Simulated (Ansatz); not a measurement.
Se(CCH)2 (C₄H₂Se). The state is a singlet with charge 0. Geometry PBE0-D4/def2-SVP.

```xyz
7

Se    0.0844   -1.6048   -0.1740
C     1.3830   -0.3245   -0.3186
C     2.2986    0.4645   -0.4315
H     3.1040    1.1697   -0.5298
C    -1.3383   -0.5267    0.2263
C    -2.3294    0.1206    0.4950
H    -3.2024    0.7012    0.7326
```

Estimate the orbital energies around the gap (eV) in Ansatz with LDA (SPW92)/def2-TZVP, PBE-D4/def2-SVP, PBE-D4/def2-TZVP, r2SCAN-D4/def2-TZVP, B97M-V/def2-TZVP.


```
orbital  LDA (SPW92)/def2-TZVP  PBE-D4/def2-SVP  PBE-D4/def2-TZVP  r2SCAN-D4/def2-TZVP  B97M-V/def2-TZVP
 HOMO−5                 -10.34           -10.08            -10.15               -10.55            -10.52
 HOMO−4                  -8.89            -8.57             -8.69                -9.05             -9.01
 HOMO−3                  -7.67            -7.36             -7.47                -7.72             -7.68
 HOMO−2                  -7.59            -7.26             -7.39                -7.65             -7.61
 HOMO−1                  -7.39            -7.07             -7.19                -7.43             -7.38
   HOMO                  -5.82            -5.51             -5.64                -5.84             -5.84
   LUMO                  -1.87            -1.42             -1.66                -1.47             -1.34
 LUMO+1                  -1.63            -1.20             -1.39                -1.16             -1.02
 LUMO+2                  -0.83            -0.33             -0.59                -0.34             -0.24
 LUMO+3                  -0.29             0.50             -0.06                 0.37              0.30
 LUMO+4                  -0.08             0.53              0.14                 0.46              0.50
 LUMO+5                   0.95             1.55              1.12                 1.65              1.48
```
